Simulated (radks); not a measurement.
Sm57+, configuration [He] 2s2 2p1. All-electron calculation, non-relativistic Kohn-Sham, LDA (Slater exchange, Perdew-Wang correlation), spin-unpolarised, spherical densities, point nucleus; relativity is left out, which matters for an element this heavy. Program: a radial shooting solver on a logarithmic mesh with Libxc functionals.

Unscreened Slater integrals over Kohn-Sham orbitals (eV).

F0(2p,2p): 294.82
F2(2p,2p): 142.22
F0(2p,2s): 264.67
G1(2p,2s): 145.52
F0(2p,1s): 395.59
G1(2p,1s): 80.054
F0(2s,2s): 246.31
F0(2s,1s): 343.99
G0(2s,1s): 35.229
F0(1s,1s): 1045.7

Derived for the open shells (J is the average intra-shell exchange parameter used in DFT+U). 2p: J = F2/5 = 28.44 eV.
